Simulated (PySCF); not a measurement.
C5H9NSi.
Atom-mapped SMILES: `[H]/[N:1]=[CH:2]\[C@H:3]1[CH:4]=[CH:5][CH2:6][SiH2:7]1` (hydrogens: H8 on N1; H9 on C2; H10 on C3; H11 on C4; H12 on C5; H13, H14 on C6; H15, H16 on Si7)

Theory: PBE0-D3(BJ)/def2-SVP geometry optimisation, gas phase (PySCF).

**Question.** What internal coordinates does the optimisation give?

**Answer.** 
```csv
bond,length (Å)
N1=C2,1.268
C2–C3,1.506
C3–C4,1.508
C4=C5,1.341
C5–C6,1.505
C6–Si7,1.899
C3–Si7,1.922
N1–H8,1.029
C2–H9,1.105
C3–H10,1.104
C4–H11,1.096
C5–H12,1.096
C6–H13,1.104
C6–H14,1.103
Si7–H15,1.494
Si7–H16,1.493
```

A selection of angles:
```csv
angle,degrees
C2–N1–H8,109.8
N1–C2–C3,127.8
N1–C2–H9,117.3
C3–C2–H9,114.9
C2–C3–C4,113.3
C2–C3–Si7,112.1
C2–C3–H10,108.4
C4–C3–Si7,101.3
C4–C3–H10,111.9
Si7–C3–H10,109.8
C3–C4–C5,119.6
C3–C4–H11,119.2
C5–C4–H11,121.2
C4–C5–C6,119.5
C4–C5–H12,120.7
C6–C5–H12,119.8
C5–C6–Si7,102.2
C5–C6–H13,111.4
C5–C6–H14,111.7
Si7–C6–H13,113.0
Si7–C6–H14,112.6
H13–C6–H14,106.1
C6–Si7–H15,112.1
C6–Si7–H16,115.0
C3–Si7–C6,95.5
C3–Si7–H15,111.5
C3–Si7–H16,113.3
H15–Si7–H16,109.0
```

Torsions: N1–C2–C3–C4 -17° (synperiplanar); C2–C3–C4–C5 110° (anticlinal); C3–C4–C5–C6 2° (synperiplanar); C4–C5–C6–Si7 8° (synperiplanar); C5–C6–Si7–C3 -12° (synperiplanar); C2–C3–Si7–C6 -109° (anticlinal); H8–N1–C2–C3 1° (synperiplanar).

The 4 C–C bonds span 1.341 Å (C4=C5, drawn double) to 1.508 Å (C3–C4, drawn single), a spread of 0.167 Å. Of the pairs four or more bonds apart, C4···H8 is among the closest relative to their van der Waals radii: 2.42 Å, 83 % of the sum of Bondi's values. The 2 C–Si bonds span 1.899 Å (C6–Si7, drawn single) to 1.922 Å (C3–Si7, drawn single), a spread of 0.023 Å. Si7 (SiH2 silicon) has angles from 95.5° to 115.0°. The 5-membered ring C3–C4–C5–C6–Si7 has internal angles of 95.5° to 119.6° (sum 538°, against 540° for a flat polygon); it is puckered, 0.07 Å rms from its mean plane, widest ring torsion 12°.

Point group: C1 (no symmetry element, even within 0.4 Å). Not checked by PBE0-D3(BJ)/def2-SVP frequencies. The numbers are those of one conformer.

The run took 2.5 min wall on an Arm Neoverse N1 with one thread (shared host), and the process peaked at 0.60 GiB of memory. These figures are those of the optimisation.
